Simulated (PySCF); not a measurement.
H4N, charge +1. Atoms are numbered in the order given.

```xyz
5

N      0.0000     0.0000     0.0000
H      0.5918    -0.5918     0.5918
H     -0.5918    -0.5918    -0.5918
H     -0.5918     0.5918     0.5918
H      0.5918     0.5918    -0.5918
```
Charge +1, spin multiplicity 1.

Coordinates come from a B3LYP-D3(BJ)/def2-TZVPD optimisation.

Method: r2SCAN/def2-TZVPD run with PySCF.

Symmetry labels are those of the subgroup D2 that the program uses (full group Td).

List the valence orbital energies around the gap with their symmetry. (The exact figures need the calculation; the answer reports its results.)


| orbital | symmetry | energy (eV) |
|---|---|---|
| HOMO−4 | A | -395.45 |
| HOMO−3 | A | -32.93 |
| HOMO−2 | B1 | -21.43 |
| HOMO−1 | B2 | -21.43 |
| HOMO | B3 | -21.43 |
| LUMO | A | -5.85 |
| LUMO+1 | B1 | -3.56 |
| LUMO+2 | B2 | -3.56 |
| LUMO+3 | B3 | -3.56 |
